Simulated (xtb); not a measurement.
HCu, charge +1, doublet, geometry from GFN2-xTB (such geometries of metal compounds can be far from the true shape) (the multiplicity is a formal guess), atoms displaced at random by about 0.05 Å a coordinate. Base run: xtb with GFN1-xTB.

Input for xtb:
```
$ xtb mol.xyz --gfn 1 --chrg 1 --uhf 1 --opt --json

# file mol.xyz
2

Cu     0.05475957     0.08573697    -0.10384480
H     -0.03097298    -0.01823631     1.44125724
```

The base run was repeated with changes; each row names its change, and settings that it needs were set with it.

| change | ΔE vs base (kJ/mol) | optimiser steps |
|---|---|---|
| base | 0.00 | 5 |
| engine = lbfgs | 0.00 | - |
| opt level = vtight | 0.00 | 7 |
| opt level = sloppy | 0.00 | 4 |
| engine = inertial | 0.00 | - |
| alpb = toluene | -183.9 | 5 |
| alpb = chcl3 | -237.2 | 5 |
| opt level = tight | 0.00 | 5 |
| opt level = crude | 0.17 | 3 |
| opt level = loose | 0.00 | 5 |
